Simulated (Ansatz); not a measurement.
A structure relaxed at PBE-D4/def2-SVP in Ansatz, charge 1, doublet:

```xyz
12

Ag    0.926    2.138    3.739
Ag   -0.678    1.660   -1.455
Ag    0.449   -1.572    1.269
Ag   -1.142   -0.973   -2.431
Ag    1.367   -1.935   -1.472
Ag   -0.351    1.212    1.442
Ag   -2.241   -0.752    0.228
Ag    1.926    0.737   -0.396
Te    1.248    0.403   -3.039
Te   -0.995   -3.092   -0.505
Te   -2.720    1.898    0.325
Te    2.211    0.275    2.295
```

Question: Give its formula and point group.

Answer: Ag₈Te₄⁺. Point group Cs (tolerance 0.1 Å).

Question: Summarise the bond lengths by kind (pairs closer than 1.2 times the sum of covalent radii, bridged metal pairs left out).

Answer: 15 × Ag–Te 2.69 to 2.87 Å.

In the def2 sets Ag, Te take a core potential; there is no spin–orbit coupling. The gap within one spin of the charge 1 doublet nearly closes, so an electron or hole may be smeared out by delocalisation error. Another isomer (doublet) lies 0.09 eV lower at PBE0-D4/def2-TZVP; other spin states weren't run for this one.
